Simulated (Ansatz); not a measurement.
Molecule: sum formula SiH3S3, net charge 0, doublet state. It need not be the lowest isomer of its formula. 
Structure (B3LYP-D3(BJ)/def2-TZVP (Ansatz, a quantum-chemistry and plane-wave program) minimum search):
```xyz
7

S     -0.0926     1.5130    -1.3552
Si     0.2710    -0.3622    -0.3462
S      1.4256    -0.1773     1.4768
S     -1.7185    -0.9920     0.1589
H      1.0980     2.0292    -1.0063
H      2.6143    -0.2266     0.8486
H     -1.3380    -2.2311     0.5178
```
Charge 0, spin multiplicity 2.

Property: atomisation energy (electronic, to ground-state atoms), in kcal/mol. Valence correlation only, unless marked. Open shells are spin-unrestricted. Spin-orbit coupling is left out. No relativistic terms. The coupled-cluster limit lacks core correlation, which all-electron functionals hold. CBS marks a two-point X^-3 extrapolation of the correlation energy; Hartree-Fock from the larger set.

| level | program | atomisation energy (kcal/mol) | minus last row |
|---|---|---|---|
| HF/aug-cc-pV(D+d)Z | Ansatz | 323.4 | -161.1 |
| HF/aug-cc-pV(T+d)Z | Ansatz | 329.4 | -155.1 |
| HF/aug-cc-pV(Q+d)Z | Ansatz | 330.3 | -154.2 |
| PBE/def2-TZVPD | Ansatz | 488.9 | 4.4 |
| BLYP-D3(BJ)/def2-TZVPD | Ansatz + dftd3 | 480.3 | -4.2 |
| revPBE-D3(BJ)/def2-TZVPD | Ansatz + dftd3 | 483.4 | -1.1 |
| B3LYP-D3(BJ)/def2-TZVPD | Ansatz + dftd3 | 481.3 | -3.2 |
| PBE0/6-31G* | Ansatz | 461.0 | -23.5 |
| BHLYP-D4/def2-TZVPD | Ansatz + dftd4 | 465.4 | -19.1 |
| MP2/6-31G | Ansatz | 298.9 | -185.6 |
| MP2/aug-cc-pV(T+d)Z | Ansatz | 474.5 | -10.0 |
| MP2/CBS(cc-pV(T+d)Z,cc-pV(Q+d)Z) | Ansatz | 490.7 | 6.2 |
| SCS-MP2/6-31G | Ansatz | 300.9 | -183.6 |
| SCS-MP2/cc-pV(T+d)Z | Ansatz | 465.1 | -19.4 |
| CCSD(T)/CBS(aug-cc-pV(T+d)Z,aug-cc-pV(Q+d)Z) | Ansatz | 484.5 | 0.0 |
